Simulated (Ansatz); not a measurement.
The first iterations of a band of CH₈N₂Si (12 atoms, charge 0, multiplicity 1).

The calculation used RKS PBE0-D4/def2-SVP in Ansatz.

| Quantity | Value |
| --- | --- |
| movable images | 5 |
| climbing image | yes |
| spring | 5.0 eV/Å² |
| optimiser | quadratic models (default) |
| start path | through a guess of the saddle point |
| force threshold | 0.03 eV/Å |
| iteration limit | 60 |
| end points | relaxed |

First end point:

```xyz
12
Properties=species:S:1:pos:R:3
N -0.668 1.204 0.729
C 0.242 0.077 0.522
N -0.207 -1.147 1.136
Si 0.627 -0.277 -1.317
H -1.483 1.139 0.118
H -0.217 2.093 0.518
H 1.199 0.358 0.998
H -0.433 -0.974 2.116
H -1.069 -1.474 0.701
H -0.645 -0.742 -1.961
H 1.042 0.992 -1.995
H 1.690 -1.305 -1.531
```

Last end point:

```xyz
12
Properties=species:S:1:pos:R:3
N -0.914 1.253 0.613
C 0.053 0.298 0.237
N 0.033 -0.828 1.225
Si 0.607 -0.121 -1.434
H -1.769 1.304 0.057
H -0.562 2.196 0.756
H 0.818 -1.463 1.048
H 0.142 -0.451 2.174
H -0.828 -1.412 1.263
H -0.375 -0.642 -2.479
H 1.251 1.049 -2.121
H 1.621 -1.238 -1.307
```

| iteration | highest image above the first end (eV) | largest band force component (eV/Å) |
| --- | --- | --- |
| 1 | 3.927 | 5.033 |
| 2 | 3.379 | 1.520 |
| 3 | 3.066 | 0.807 |
| 4 | 2.911 | 0.825 |
| 5 | 3.034 | 0.603 |
| 6 | 3.075 | 1.366 |
| 7 | 3.134 | 0.588 |
| 8 | 3.148 | 0.294 |
| 9 | 3.142 | 0.122 |
| 10 | 3.135 | 0.138 |
| 11 | 3.132 | 0.090 |
| 12 | 3.129 | 0.060 |
| 13 | 3.126 | 0.067 |
| 14 | 3.121 | 0.084 |
| 15 | 3.116 | 0.106 |
| 16 | 3.113 | 0.099 |
| 17 | 3.109 | 0.125 |
| 18 | 3.101 | 0.182 |
| 19 | 3.090 | 0.275 |
| 20 | 3.071 | 0.435 |

Question: Does the band converge within its limit, and where does its top end?

Answer: The run ended unconverged. It ended after 60 iterations with the highest image 2.967 eV above the first end. The band didn't meet its force threshold, so its energies are provisional: the largest band force was still 0.08 eV/Å, and over the last iterations the top stayed at 2.97 eV. Neighbouring images lie up to 2.3 Å apart, so the band is torn or far too coarse. Inner images lie below an end point, which means an intermediate or an end that isn't the lowest structure nearby. The orbitals stay closed-shell, which can raise the energy where a bond breaks towards radicals; this wasn't checked here.

Run time: 8.7 min on 2 threads of Arm Neoverse V2 (shared host), peak memory 0.22 GiB.
